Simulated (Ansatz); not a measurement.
Ansatz (a first-principles code) input:

Ansatz 0.2 input:
```yaml
crystal:
  periodic: [false, false, false]
  atoms:
    - {symbol: C, position_ang: [2.03097497, -0.02281047, -0.25074484]}
    - {symbol: C, position_ang: [0.81218079, -0.11676973, 0.63125069]}
    - {symbol: C, position_ang: [-0.57736904, -0.02011437, -0.10073065]}
    - {symbol: C, position_ang: [-1.80004701, 0.29657900, 0.74971998]}
    - {symbol: O, position_ang: [-0.64448120, -0.19639914, -1.27421933]}
    - {symbol: H, position_ang: [2.90527861, -0.09724919, 0.40195094]}
    - {symbol: H, position_ang: [2.08993151, 0.93470140, -0.76706392]}
    - {symbol: H, position_ang: [2.07940364, -0.83071988, -0.97818382]}
    - {symbol: H, position_ang: [0.70509181, -1.09211320, 1.12548431]}
    - {symbol: H, position_ang: [0.75002630, 0.66235288, 1.39508097]}
    - {symbol: H, position_ang: [-1.76639068, 1.37733539, 0.92018303]}
    - {symbol: H, position_ang: [-1.69524912, -0.22495205, 1.70032762]}
    - {symbol: H, position_ang: [-2.70668083, 0.02053110, 0.21900459]}
basis:
  gaussian:
    orbitals: STO-3G
hamiltonian:
  xc: {name: PBE0}
total_charge: 1
magnetization: {spin_polarized: true, initial_magnetization: 1}
```

Q: What final total energy does it print?

A: -229.01180 Eh (PBE0/STO-3G). The basis has 33 functions.
